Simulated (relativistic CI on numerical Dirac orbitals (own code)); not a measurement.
# Sensitivity of the levels of Ti VII to α and to the nuclear radius

Computed by Dirac-Coulomb-Breit CI, orbitals from a KLI potential per configuration, derivatives by finite differences, unscaled Slater integrals, QED left out (own radial code, finite nucleus).

CI space (outside the closed core [Ne]): 3s2 3p4, 3s 3p5, 3s2 3p3 3d, 3p6, 3s 3p4 3d, 3s2 3p3 4s. Double excitations out of closed p, d and f shells are left out; levels of such configurations are missing from the list, as are those of other unlisted configurations, and high levels can miss mixing partners.

With x = (α/α₀)² − 1 an excitation energy changes as ω = ω₀ + qx; K = 2q/ω₀ is the relative enhancement. Terms are leading LS components, so labels can repeat. The field-shift factor is F = δν/δ⟨r²⟩ for the transition from the lowest level.

Lowest level 3s2 3p4 3P_2.

| Level | ω₀ (cm⁻¹) | q (cm⁻¹) | F (GHz/fm²) |
| --- | --- | --- | --- |
| 3s2 3p4 3P_1 | 4462 | 4806 | -0.00279 |
| 3s2 3p4 3P_0 | 5949 | 5707 | -0.004 |
| 3s2 3p4 1D_2 | 27496 | 3316 | 0.0222 |
| 3s2 3p4 1S_0 | 65464 | 4176 | -0.149 |
| 3s 3p5 3P°_2 | 201365 | 6653 | -4.29 |
| 3s 3p5 3P°_1 | 205171 | 10350 | -4.28 |
| 3s 3p5 3P°_0 | 207298 | 12640 | -4.28 |
| 3s 3p5 1P°_1 | 259681 | 7827 | -2.76 |
| 3s2 3p3 3d 5D°_0 | 273287 | 4498 | 0.415 |
| 3s2 3p3 3d 5D°_1 | 273332 | 4540 | 0.415 |
| 3s2 3p3 3d 5D°_2 | 273415 | 4592 | 0.417 |
| 3s2 3p3 3d 5D°_3 | 273541 | 4664 | 0.419 |
| 3s2 3p3 3d 5D°_4 | 273756 | 4870 | 0.42 |
| 3s2 3p3 3d 3D°_2 | 298802 | 3815 | 0.44 |
| 3s2 3p3 3d 3D°_3 | 299006 | 4610 | 0.44 |
| 3s2 3p3 3d 3D°_1 | 299619 | 5363 | 0.438 |
| 3s2 3p3 3d 3F°_2 | 305834 | 3549 | 0.444 |
| 3s2 3p3 3d 3F°_3 | 307172 | 4785 | 0.444 |
| 3s2 3p3 3d 3F°_4 | 308828 | 6317 | 0.445 |
| 3s2 3p3 3d 1S°_0 | 310994 | 4877 | 0.448 |
| 3s2 3p3 3d 3G°_3 | 324394 | 4281 | 0.46 |
| 3s2 3p3 3d 3G°_4 | 324759 | 4763 | 0.461 |
| 3s2 3p3 3d 3G°_5 | 325248 | 5439 | 0.462 |

At this charge configurations can still be misplaced by up to about 7 % of their energy.

(1) Which transition from the lowest level has the largest |K|?

Results:

(1) 3s2 3p4 3P_1 at 4462 cm⁻¹, K = 2.15.
